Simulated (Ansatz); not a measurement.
Consider the redistribution: `C[S][Cd][OH]` + `[SiH3]O[SiH](Cl)Cl` → `[OH][Cd][O][SiH3]` + `CS[SiH](Cl)Cl`.

Gas-phase electronic energies from Ansatz, PBE0-D4/def2-TZVP geometries. CCSD(T)/CBS is the MP2 limit (def2-TZVPP, def2-QZVPP) plus CCSD(T) − MP2 in def2-TZVPP, frozen cores. DFT in def2-TZVPP. B3LYP here is the variant with VWN-RPA as its local correlation; programs differ in this. HSE06 is defined as in plane-wave codes. Elements past krypton have def2 core potentials. For Cd outer-core shells are correlated without core-valence functions, which leaves a few kJ/mol of doubt a bond. Each species was taken in one conformer, which may not be the lowest.

`C[S][Cd][OH]`:

Cartesian coordinates in Å:
```
C 0.680 -1.520 -0.553
S 1.461 0.124 -0.478
Cd -0.262 1.486 0.263
O -1.738 2.685 0.779
H 1.454 -2.205 -0.902
H 0.341 -1.856 0.426
H -0.146 -1.547 -1.262
H -1.791 2.832 1.726
```

`[SiH3]O[SiH](Cl)Cl`:

Cartesian coordinates in Å:
```
Si 0.316 -1.343 -0.802
O 0.503 0.186 -0.214
Si -0.114 1.359 0.696
Cl -1.893 1.983 -0.080
Cl -0.442 0.675 2.589
H 1.473 -1.617 -1.685
H -0.949 -1.429 -1.572
H 0.290 -2.307 0.324
H 0.816 2.493 0.745
```

`[OH][Cd][O][SiH3]`:

Cartesian coordinates in Å:
```
O -3.351 0.850 -0.148
Cd -1.414 0.639 -0.282
O 0.532 0.625 -0.433
Si 1.717 -0.310 0.165
H -3.823 0.046 -0.377
H 1.762 -0.274 1.657
H 1.551 -1.743 -0.227
H 3.027 0.167 -0.356
```

`CS[SiH](Cl)Cl`:

Z-matrix (Å, degrees):
```
C
S 1 1.817
H 1 1.089 2 106.2
H 1 1.089 2 110.7 3 118.6
H 1 1.089 2 110.7 3 -118.6
Si 2 2.099 1 100.1 3 179.9
Cl 6 2.048 2 111.8 1 59.6
Cl 6 2.048 2 111.8 1 -59.7
H 6 1.473 2 108.1 1 180.0
```

| level | ΔE (kJ/mol) | difference from CCSD(T)/CBS |
| --- | --- | --- |
| LDA (SPW92) | 113.4 | -4.9 |
| PBE-D4 | 105.7 | -12.6 |
| revPBE-D4 | 102.0 | -16.3 |
| BLYP-D4 | 112.4 | -5.9 |
| r2SCAN-D4 | 115.1 | -3.2 |
| B97M-V | 111.2 | -7.1 |
| PBE0-D4 | 113.8 | -4.5 |
| B3LYP-D4 | 119.4 | 1.1 |
| r2SCANh-D4 | 117.6 | -0.7 |
| HSE06-D4 | 114.0 | -4.3 |
| ωB97X-V | 113.2 | -5.1 |
| ωB97M-V | 117.0 | -1.3 |
| B2PLYP | 118.8 | 0.5 |
| PBE-QIDH | 116.8 | -1.5 |
| PBE | 107.6 | -10.7 |
| revPBE | 106.5 | -11.8 |
| BLYP | 116.5 | -1.8 |
| r2SCAN | 115.4 | -2.9 |
| PBE0 | 115.4 | -2.9 |
| B3LYP | 122.5 | 4.2 |
| r2SCANh | 118.0 | -0.3 |
| r2SCAN0 | 121.6 | 3.3 |
| HSE06 | 115.4 | -2.9 |
| BHLYP | 130.6 | 12.3 |
| CAM-B3LYP | 123.1 | 4.8 |
| LC-ωPBE | 111.0 | -7.3 |
| HF/def2-SVP | 127.5 | 9.2 |
| MP2/def2-SVP | 105.3 | -13.0 |
| CCSD(T)/def2-SVP | 105.7 | -12.6 |
| HF/def2-TZVPP | 139.2 | 20.9 |
| MP2/def2-TZVPP | 114.4 | -3.9 |
| SCS-MP2/def2-TZVPP | 114.9 | -3.4 |
| CCSD/def2-TZVPP | 118.6 | 0.3 |
| CCSD(T)/def2-TZVPP | 114.4 | -3.9 |
| HF/def2-QZVPP | 139.9 | 21.6 |
| MP2/def2-QZVPP | 116.9 | -1.4 |
| SCS-MP2/def2-QZVPP | 117.4 | -0.9 |
| HF/CBS(def2) | 140.0 | 21.7 |
| MP2/CBS(def2) | 118.3 | 0.0 |
| CCSD/CBS(def2) | 122.5 | 4.2 |
| CCSD(T)/CBS | 118.3 | 0 |

Largest T1 diagnostic among the species: 0.016.

From PBE to PBE0 (25 % exact exchange), in def2-TZVPP and without D4, ΔE moves by +7.8 kJ/mol. Leaving LDA and LC-ωPBE aside and taking each functional with its dispersion term where it has one, the values, not all of them listed here, spread over 26.0 kJ/mol, from revPBE-D4 to BHLYP-D4. LDA lies +5.8 kJ/mol from PBE without D4.
